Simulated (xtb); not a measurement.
C4H10Sn, SMILES C=[CH][SnH2][CH2]C. All values are semi-empirical tight-binding results from xtb (GFN2-xTB unless named), good for trends rather than for accurate numbers. Geometry optimised at GFN2-xTB. The values are those of a single conformer.

Optimised geometry:

```xyz
15

Sn    -0.0600    -0.0141    -0.3720
C     -1.8805    -0.6560     0.5675
C     -2.9518     0.0965     0.7226
C      1.6617     0.0606     0.9766
C      2.9537     0.4375     0.2815
H     -0.3200     1.4864    -1.0880
H      0.2916    -1.0383    -1.6625
H     -1.8889    -1.6710     0.9391
H     -3.8417    -0.2745     1.2091
H     -2.9951     1.1133     0.3700
H      1.7641    -0.9156     1.4483
H      1.4391     0.7775     1.7654
H      3.2007    -0.2774    -0.4986
H      2.8806     1.4217    -0.1730
H      3.7713     0.4538     1.0007
```
Charge 0, spin multiplicity 1.

For metal compounds this method's bond lengths and energies can be far off.

Q: Estimate the properties. (The exact figures need the calculation; the answer reports its results.)

A: 
| Item | Result |
|---|---|
| orbital gap | 4.68 eV |
| zero-point energy | 73.3 kcal/mol |
| G − E(el) at 298.15 K (modified RRHO) | 51.8 kcal/mol |

Computed atomic charges and the Wiberg bond orders between heavy atoms:
charges (e) Sn1 0.05, C2 -0.07, C3 -0.07, C4 -0.07, C5 -0.09, H6 0.00, H7 -0.01, H8 0.04, H9 0.04, H10 0.04, H11 0.03, H12 0.03, H13 0.03, H14 0.03, H15 0.03. Bond orders Sn1–C2 0.74, C2–C3 2.01, Sn1–C4 0.71, C4–C5 1.05.
